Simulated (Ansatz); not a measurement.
Reactions of `O[SiH](O)N[SiH3]`.

Isolated molecules relaxed with PBE0-D4/def2-TZVP in Ansatz; ΔE leaves out vibrations. CBS: MP2 limit from def2 TZ/QZ plus the TZ coupled-cluster correction, frozen cores. This one scheme is used for every species. DFT in def2-TZVPP. B3LYP here is the variant with VWN-RPA as its local correlation; programs differ in this. Open shells (•) are unrestricted, without spin–orbit coupling. Each species was taken in one conformer, which may not be the lowest.

```tsv
reaction	B2PLYP (kJ/mol)	ωB97X-V (kJ/mol)	CCSD/CBS(def2) (kJ/mol)	B3LYP-D4 (kJ/mol)	CCSD(T)/CBS(def2) (kJ/mol)
`O[SiH](O)N[SiH3]` + H₂O → `O[SiH](O)O` + `N[SiH3]`	-40	-35	-33	-34	-31
`O[SiH](O)N[SiH3]` + H–F → `O[SiH](F)N[SiH3]` + H₂O	-44	-43	-44	-43	-42
`O[SiH](O)N[SiH3]` + SiH₄ → `O[SiH]([SiH3])N[SiH3]` + H₂O	140	131	133	129	129
`O[SiH](O)N[SiH3]` + `COB(O)O` → `COB(O)O[SiH3]` + `N[SiH](O)O`	-21	-18	-20	-20	-19
`O[SiH](O)N[SiH3]` + `CC(=N)Cl` → `C/C(Cl)=N\[SiH3]` + `N[SiH](O)O`	24	27	27	22	27
`O[SiH](O)N[SiH3]` + `O[SiH2]O` → `O[SiH2]O[SiH](O)O` + `N[SiH3]`	-55	-54	-55	-56	-53
`O[SiH](O)N[SiH3]` → `N[SiH](O)O` + `[SiH2]`	288	303	290	289	293
`O[SiH](O)N[SiH3]` → `[NH][SiH3]`• + `O[SiH]O`•	503	518	521	496	529
`O[SiH](O)N[SiH3]` + H₂ → `O[SiH2]N[SiH3]` + H₂O	100	100	97	102	99
`O[SiH](O)N[SiH3]` + `OC[SiH2]Cl` → `[SiH3]OC[SiH2]Cl` + `N[SiH](O)O`	-34	-29	-31	-30	-30
```

Largest T1 diagnostic: 0.015, for `[NH][SiH3]`•.
